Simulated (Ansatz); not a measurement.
Consider the ligand exchange at a B–C bond: `CBC(Cl)=C=S` + CH₃OH → `CBOC` + `S=C=CCl`.

Calculated with Ansatz (gas phase, PBE0-D4/def2-TZVP geometries, no zero-point term in ΔE). CBS: MP2 limit from def2 TZ/QZ plus the TZ coupled-cluster correction, frozen cores. This one scheme is used for every species. DFT in def2-TZVPP. B3LYP here is the variant with VWN-RPA as its local correlation; programs differ in this. One conformer a species, not always the lowest.

`CBC(Cl)=C=S`:

```xyz
10

C    -0.708   -1.481   -0.123
B     0.280   -0.345    0.264
C     0.119    1.102   -0.192
Cl   -1.177    1.671   -1.206
C     1.012    1.997    0.197
S     2.070    3.008    0.671
H    -0.159   -2.319   -0.566
H    -1.509   -1.182   -0.801
H    -1.159   -1.887    0.791
H     1.230   -0.564    0.963
```

CH₃OH:

Z-matrix (Å, degrees):
```
C
O 1 1.409
H 1 1.097 2 112.4
H 1 1.090 2 107.0 3 -118.5
H 1 1.097 2 112.4 3 123.0
H 2 0.959 1 108.5 3 -61.6
```

`CBOC`:

Z-matrix (Å, degrees):
```
C
B 1 1.560
H 1 1.091 2 113.4
H 1 1.096 2 110.3 3 122.2
H 1 1.096 2 110.1 3 -121.9
O 2 1.348 1 119.6 3 0.7
H 2 1.208 1 122.0 3 -179.3
C 6 1.411 2 122.3 1 179.9
H 8 1.094 6 111.4 2 0.3
H 8 1.092 6 109.0 2 121.1
H 8 1.092 6 109.1 2 -120.5
```

`S=C=CCl`:

Cartesian coordinates in Å:
```
S -1.400 -0.552 -1.764
C -0.476 -0.116 -0.602
C 0.304 0.258 0.379
Cl 1.078 -0.892 1.397
H 0.495 1.301 0.591
```

```json
{"level": "PBE0", "ΔE (kJ/mol)": "-77.0"}
{"level": "B3LYP", "ΔE (kJ/mol)": "-85.3"}
{"level": "HF/def2-QZVPP", "ΔE (kJ/mol)": "-94.3"}
{"level": "MP2/def2-QZVPP", "ΔE (kJ/mol)": "-71.5"}
```

**Question.** What does CCSD(T)/CBS give? (Best estimate.)

**Answer.** Ansatz gave: -79.1 kJ/mol. The listed levels differ from it by 2.1, -6.2, -15.2, 7.6 kJ/mol.

Largest T1 diagnostic among the species: 0.015.

The D4 term adds +6.2 kJ/mol with B3LYP and +3.5 kJ/mol with PBE0; it sums over pairs of atoms, weighted by their polarisabilities, and B3LYP, whose exchange is more repulsive, gets the larger term. In def2-TZVPP, CCSD(T) changes the Hartree–Fock value by +12.0 kJ/mol (the triples alone add +4.0 kJ/mol) and MP2 by +20.9 kJ/mol.
